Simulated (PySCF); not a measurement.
The numbers are results of PySCF with PBE-D3(BJ)/def2-TZVP // B3LYP-D3(BJ)/def2-SVP, not measurements. Isolated molecules, 0 K electronic values unless said otherwise. One relaxed conformer stands for a flexible species; it need not be the lowest. Excitations are Tamm–Dancoff values on a coarser integration grid. The basis has no diffuse functions, so Rydberg states are missing or too high.

Reference species (SMILES): `[CH3][Sn]([CH3])([CH3])[CH3]` (neutral, multiplicity 1).

```json
{
 "S1 oscillator strength": "0.057",
 "S1 excitation (TDA)": "6.40 eV"
}
```

Changed species: `C[CH2][Sn]([CH2]C)([CH2]C)[CH2]C` (4 of 4 CH3 replaced by C2H5; the reference has 0 of 4 CH3 replaced by C2H5).

**Question.** What does the change do to the S1 oscillator strength and S1 excitation (TDA)?

**Answer.** the S1 oscillator strength falls by 0.036, to 0.021; the S1 excitation (TDA) drops by 0.67 eV, to 5.73 eV.
